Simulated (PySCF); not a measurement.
Removing an electron from `C=N[SiH2]COC`

Species: C3H9NOSi.
Structure used (PBE0-D3(BJ)/def2-SVP), in Å, numbered top down from 1:
```
atom  x, y, z in Å
C1     3.2477   -0.1595   -0.4135
N2     2.1655   -0.2906    0.2212
Si3    0.6600    0.5471   -0.1216
C4    -0.6115   -0.8350   -0.4509
O5    -1.8431   -0.4112   -0.9714
C6    -2.6582    0.2334   -0.0441
H7     4.1413   -0.7493   -0.1320
H8     3.3963    0.5327   -1.2717
H9     0.3317    1.3584    1.0879
H10    0.7510    1.4594   -1.3119
H11   -0.1569   -1.5073   -1.1982
H12   -0.7407   -1.4422    0.4700
H13   -2.8894   -0.4137    0.8263
H14   -3.6005    0.4915   -0.5471
H15   -2.2066    1.1680    0.3457
```

Level: PBE0/def2-SVPD (PySCF). Frontier orbitals with their largest atomic shares (Löwdin; up to four atoms above 4 %):

| orbital | ε (eV) | main atoms |
| --- | --- | --- |
| HOMO−3 | -9.45 | Si3 24 %, O5 16 %, H10 15 %, H9 12 % |
| HOMO−2 | -8.92 | O5 32 %, C4 12 %, Si3 12 %, H9 10 % |
| HOMO−1 | -7.20 | N2 49 %, C1 13 %, Si3 10 %, O5 6 % |
| HOMO | -7.11 | ? |
| LUMO | -1.00 | C1 42 %, N2 35 %, H7 6 %, H8 6 % |
| LUMO+1 | 0.44 | Si3 24 %, H10 11 %, C6 10 %, C4 10 % |
| LUMO+2 | 0.74 | Si3 26 %, C1 13 %, C6 10 %, C4 8 % |

Task: What vertical ionisation energy does ΔSCF give, and how far is −ε(HOMO) from it?

Result: ΔSCF: 8.91 eV (859 kJ/mol; threshold wavelength 139 nm); ⟨S²⟩ of the doublet left behind is 0.759, against 0.75 for a pure doublet. −ε(HOMO) is 7.11 eV, 1.80 eV below it. In exact Kohn–Sham theory the two would be equal; PBE0 (global hybrid, 25 % exact exchange) falls short of its own ΔSCF value by 20 %.

Task: On which atoms does the HOMO lie?

Result: O5 (ether oxygen) 42 %, C4 (sp3 carbon bound to oxygen) 12 %, N2 (C=N nitrogen) 11 %, Si3 (SiH2 silicon) 10 %. The HOMO−1 lies 0.09 eV lower.

Task: How many of the 10 lowest singlet excitations (vertical TDDFT, same level) lie below the ionisation energy?

Result: All 10; they run from 4.09 to 7.34 eV.

Task: With α = 79.1 au, estimate the like-pair dispersion coefficient by London's formula C6 = (3/4)α²I.

Result: I = 0.3273 Eh, so C6 ≈ 1540 au; the Casimir–Polder integral at the same level gives 2410 au, 1.57 times as much.

Task: Shift the occupied levels rigidly so that −ε(HOMO) equals the ΔSCF value. What binding energies result?

Result: The shift is +1.80 eV: HOMO 8.91, HOMO−1 9.00, HOMO−2 10.72, HOMO−3 11.25 eV. A rigid shift is only a rough guide to the deeper ionisations.

Task: What total energies stand behind the ΔSCF value?

Result: E(N) = -538.49361 Eh and E(N − 1) = -538.16633 Eh at the same geometry, 0.32728 Eh apart.

Isolated species at its PBE0-D3(BJ)/def2-SVP geometry (one conformer only).
